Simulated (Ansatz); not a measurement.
Input for Ansatz (a first-principles code): R-r2SCAN/def2-TZVPP on HIPbS (SMILES [SH][Pb][I]), a point of a torsion scan. Elements past Kr take the def2 small-core potentials; no spin–orbit coupling.

Ansatz 0.2 input:
```yaml
crystal:
  periodic: [false, false, false]
  atoms:
    - {symbol: S, position_ang: [-1.68394120, 0.50784213, -0.10970858]}
    - {symbol: Pb, position_ang: [0.77036046, 0.96852642, -0.78261734]}
    - {symbol: I, position_ang: [1.67038746, 2.45136701, 1.32094204]}
    - {symbol: H, position_ang: [-1.47432972, -0.62019272, 0.55124770]}
basis:
  gaussian:
    orbitals: def2-TZVPP
hamiltonian:
  xc: {name: r2SCAN}
scf: {lower_state_search: off}
```

The head of its log:

```
WARN ansatz: RAYON_NUM_THREADS=1 ignored (pool sized by the plan → 1); use --threads N
Functional definition: r2SCAN
these checks for a lower state are left out or cut short: stability, starts, cluster_reference, orbital_swaps, neighbouring_geometries, increment
integrals: 0.09 GiB planned
1092 factors; their error is unknown
mean field: 0.52 GiB planned
mean field evaluation 1: about -24206.7643 eV, gradient 2.5e1 eV
mean field evaluation 2: about -24171.0808 eV, gradient 8.5e1 eV
```

Problem. Give the final energy of this run.

Solution. -889.6582 hartree.
